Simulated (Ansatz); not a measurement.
Reaction (hydrogenolysis of the Al–F bond): `[F][Al]1[NH][SiH2]1` + H₂ → `[NH]1[AlH][SiH2]1` + H–F

Program: Ansatz. Geometries: PBE0-D4/def2-TZVP. ΔE: electronic, gas phase. CCSD(T)/CBS adds triple-zeta CCSD(T) − MP2 to the extrapolated MP2 energy (def2 sets, frozen cores). This one scheme is used for every species. DFT in def2-TZVPP.

`[F][Al]1[NH][SiH2]1`:

```xyz
7

F    -0.352    2.048   -2.238
Al   -0.283    1.025   -0.954
N     0.660   -0.390   -0.490
Si   -0.383   -0.254    0.936
H     1.381   -1.069   -0.681
H    -1.317   -1.389    1.191
H     0.295    0.028    2.235
```

H₂:

Cartesian coordinates in Å:
```
H 0.034 0.293 -0.229
H -0.034 -0.293 0.229
```

`[NH]1[AlH][SiH2]1`:

Cartesian coordinates in Å:
```
N -0.811 0.297 0.223
Al 0.455 -0.196 1.363
Si 0.442 -0.146 -0.936
H -1.745 0.646 0.071
H 0.597 -0.279 2.933
H 0.947 0.958 -1.805
H 0.115 -1.281 -1.849
```

H–F:

```xyz
2

F    -0.363    0.259   -0.112
H     0.363   -0.259    0.112
```

| level | ΔE (kJ/mol) |
| --- | --- |
| r2SCAN-D4 | 162.0 |
| B97M-V | 150.9 |
| r2SCANh-D4 | 159.8 |
| CAM-B3LYP-D4 | 158.6 |
| PBE0 | 146.4 |
| r2SCAN0 | 156.6 |
| BHLYP | 156.1 |
| CAM-B3LYP | 158.0 |

Q: What does CCSD(T)/CBS give? (Estimate.)

A: The calculation gave: +155.6 kJ/mol. The listed levels differ from it by 6.4, -4.7, 4.2, 3.0, -9.2, 1.0, 0.5, 2.4 kJ/mol.

Largest T1 diagnostic among the species: 0.015.

Leaving LDA and LC-ωPBE aside and taking each functional with its dispersion term where it has one, the values, not all of them listed here, spread over 15.6 kJ/mol, from HSE06-D4 to r2SCAN-D4. LDA lies −4.1 kJ/mol from PBE without D4. From r2SCAN to r2SCAN0 (25 % exact exchange), in def2-TZVPP and without D4, ΔE moves by −5.2 kJ/mol.
